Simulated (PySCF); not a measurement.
SMILES [Cl][GeH2][Cl] (H2Cl2Ge), PBE0/def2-SVP optimised geometry.

```
5

Ge    -0.43    -0.66     0.00
Cl    -1.10    -1.60    -1.82
Cl    -1.10     1.38     0.00
H      1.10    -0.66     0.00
H     -1.09    -1.38     1.18
```

Density from PBE0/def2-TZVP (PySCF 2.14.0) at that geometry.

Minimum of the electron density along straight lines between bonded atoms, close to the bond critical point (lines longer than 1.1 times the sum of covalent radii, or with two minima, are not listed):

| bond | length / Å | ρ at the minimum / e bohr⁻³ | ∇²ρ there / e bohr⁻⁵ | position (fraction from the first atom) |
|---|---|---|---|---|
| Ge1–Cl2 | 2.150 | 0.106 | 0.17 | 0.43 |
| Ge1–Cl3 | 2.150 | 0.106 | 0.17 | 0.43 |
| Ge1–H4 | 1.530 | 0.139 | 0.03 | 0.59 |
| Ge1–H5 | 1.530 | 0.139 | 0.03 | 0.59 |
